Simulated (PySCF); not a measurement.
Compound: C3H3BrO.
Bonds: O1–C2 (double), C2–C3 (double), C3–C4, C4–Br5. Hydrogens: H6 on C3; H7, H8 on C4.

The calculation used PBE0-D3(BJ)/def2-SVP geometry optimisation, gas phase (PySCF).

Q: What internal coordinates does the optimisation give?

A: 
| bond | length (Å) |
| --- | --- |
| O1=C2 | 1.158 |
| C2=C3 | 1.322 |
| C3–C4 | 1.479 |
| C4–Br5 | 1.979 |
| C3–H6 | 1.093 |
| C4–H7, C4–H8 | 1.096 |

Bonds in one row agree within 0.01 Å and their mean is given. A selection of angles:
| angle | degrees |
| --- | --- |
| O1–C2–C3 | 178.8 |
| C2–C3–C4 | 123.2 |
| C2–C3–H6 | 115.8 |
| C4–C3–H6 | 120.9 |
| C3–C4–Br5 | 113.6 |
| C3–C4–H7 | 112.8 |
| C3–C4–H8 | 111.5 |
| Br5–C4–H7 | 105.1 |
| Br5–C4–H8 | 104.2 |
| H7–C4–H8 | 109.1 |

Dihedral angles: C2–C3–C4–Br5 -100° (anticlinal). The mirror-image conformer, all signs reversed, is as good.

The C–C distances run from 1.322 Å (C2=C3, drawn double) to 1.479 Å (C3–C4, drawn single), a spread of 0.157 Å.

Point group: C1 (no symmetry element, even within 0.4 Å). No PBE0-D3(BJ)/def2-SVP frequencies stand behind this structure, so it isn't proved a minimum. The numbers are those of one conformer.

Hardware: an Arm Neoverse V2 with one thread, shared host with 32 logical CPUs at a one-minute load of 39. Cost: 24 s wall, 0.41 GiB resident at most. That covers the optimisation of the geometry.
